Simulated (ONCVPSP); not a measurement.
**Building the ONCV potential for nitrogen (PBE, scalar-relativistic).**

nitrogen (N), optimised norm-conserving Vanderbilt (ONCV), made with ONCVPSP 4.0.1 (PBE, scalar-relativistic). Core [He], reference 2s1.75 2p3.25. Waves: 2s: rc 0.85 bohr, ncon 4, nbas 8, qcut 6.7 1/bohr, 1 projector; 2p: rc 1.30 bohr, ncon 5, nbas 10, qcut 6.8 1/bohr, 2 projectors, debl 1.8 Ha; d scattering state at 0.12 Ha: rc 1.20 bohr, ncon 4, nbas 8, qcut 8.5 1/bohr, 2 projectors, debl 3.8 Ha. Local part: polynomial inside 0.60 bohr (lpopt 4, dvloc0 1 Ha). Core correction: Teter function, fcfact 5.5, rcfact 1.55.

* Cutoffs needed: 51 Ha and 202 Ha (the cutoffs (Ha) at which the residual kinetic energy of the hardest occupied pseudo-wave falls to 1 and 0.1 mHa per electron)
* Ghost test: no bound ghost flagged; no localised positive-energy state flagged
* Largest excitation error: +146 meV (all-electron minus pseudo) for 2s2 2p1, out of 4 test configurations
* rms error of d²Exc/dni dnj: 1.85 mHa without and 1.16 mHa with the model core
